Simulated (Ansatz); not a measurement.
C4H10O2, singlet, geometry from GFN2-xTB. Base run: HF/6-31G (Ansatz, a program for electronic structure).

Geometry (Å):
```xyz
16

C      2.5495     0.5433    -0.2461
O      1.3835    -0.1000     0.1956
C      0.2399     0.2405    -0.5597
C     -0.9550    -0.5034     0.0481
C     -2.2448    -0.1900    -0.6984
O     -1.1198    -0.1311     1.3964
H      2.4524     1.6340    -0.1766
H      3.3558     0.2077     0.4029
H      2.7805     0.2768    -1.2847
H      0.0653     1.3262    -0.5122
H      0.3739    -0.0472    -1.6127
H     -0.7431    -1.5842    -0.0105
H     -2.4419     0.8780    -0.6603
H     -2.1713    -0.5078    -1.7344
H     -3.0699    -0.7092    -0.2203
H     -0.2484    -0.1680     1.8095
```
All else is at Ansatz's defaults.
Base energy -306.86015 Eh.

The base run was repeated with changes; each row names its change, and settings that it needs were set with it.

```csv
change,ΔE vs base (kcal/mol)
base,0.000
accuracy = high,-0.020
lower_state_search = full,0.000
"point_charge = charge:0.5 position_ang:5.8244, -1.1582, 2.1591",0.64
"point_charge = charge:-1.0 position_ang:-4.4734, -4.1486, 1.5204",2.40
nuclear_model = gaussian,0.024
forces = on,0.000
lower_state_search = off,0.000
"point_charge = charge:1.0 position_ang:-1.3878, -5.9818, 1.3174",-2.72
fitting.mean_field = def2-universal-JKFIT,0.070
fitting.mean_field = cc-pVTZ-JKFIT,0.016
```
